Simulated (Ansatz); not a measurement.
`O/C=[C](\[AlH2])[SiH3]` + `N=[C](O)[GaH2]` → `O/[C]([GaH2])=N/[SiH3]` + `O/C=[CH]\[AlH2]`  (ligand exchange at the Si–C bond)

Gas-phase electronic energies from Ansatz, PBE0-D4/def2-TZVP geometries. CBS: MP2 limit from def2 TZ/QZ plus the TZ coupled-cluster correction, frozen cores. Double bonds are as drawn, so ΔE can hold a change between cis and trans. DFT in def2-TZVPP. For Ga outer-core shells are correlated without core-valence functions, which leaves a few kJ/mol of doubt a bond. Scalar relativity is left out up to krypton. Each species was taken in one conformer, which may not be the lowest.

```json
{"level": "PBE-D4", "ΔE (kJ/mol)": "-45.7"}
{"level": "MP2/def2-TZVPP", "ΔE (kJ/mol)": "-48.0"}
```

Q: What does CCSD(T)/CBS give? (Estimate.)

A: Ansatz gave: -47.7 kJ/mol. The listed levels differ from it by 2.0, -0.3 kJ/mol.

Largest T1 diagnostic among the species: 0.015.
